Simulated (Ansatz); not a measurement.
Start from `F[BH][GeH2][F]` and change one atom or group to get `C[BH][GeH2][F]`.

Ansatz, PBE0-D4/def2-TZVP geometries, multiplicity 1. Each molecule was computed in one conformer, which needn't be the lowest.

Scalar relativity is left out up to krypton.

| property | `F[BH][GeH2][F]` |
| --- | --- |
| LUMO energy (PBE/def2-TZVPP) / eV | -2.99 |
| HOMO–LUMO gap (PBE0/def2-TZVPP) / eV | 6.36 |
| HOMO–LUMO gap (B3LYP/def2-TZVPP) / eV | 5.94 |
| size of the dipole moment (ωB97M-V/def2-TZVPP) / D | 2.62 |
| LUMO energy (PBE0/def2-TZVPP) / eV | -2.02 |
| HOMO–LUMO gap (ωB97M-V/def2-TZVPP) / eV | 10.55 |

(1) What does the change do to each property? (An estimate is asked.)

## Answers

(1) Ansatz gave: 
| property | `C[BH][GeH2][F]` | shift |
| --- | --- | --- |
| LUMO energy (PBE/def2-TZVPP) / eV | -3.09 | -0.10 |
| HOMO–LUMO gap (PBE0/def2-TZVPP) / eV | 5.93 | -0.43 |
| HOMO–LUMO gap (B3LYP/def2-TZVPP) / eV | 5.54 | -0.40 |
| size of the dipole moment (ωB97M-V/def2-TZVPP) / D | 3.34 | 0.72 |
| LUMO energy (PBE0/def2-TZVPP) / eV | -2.13 | -0.11 |
| HOMO–LUMO gap (ωB97M-V/def2-TZVPP) / eV | 10.06 | -0.49 |

With PBE0 the HOMO rises by 0.31 eV and the LUMO falls by 0.11 eV, so the gap narrows by about 0.42 eV. PBE moves the HOMO by 0.22 eV and ωB97M-V by 0.32 eV. Dipoles are sizes alone; their direction can turn.

B3LYP here is the variant with VWN-RPA as its local correlation; programs differ in this.
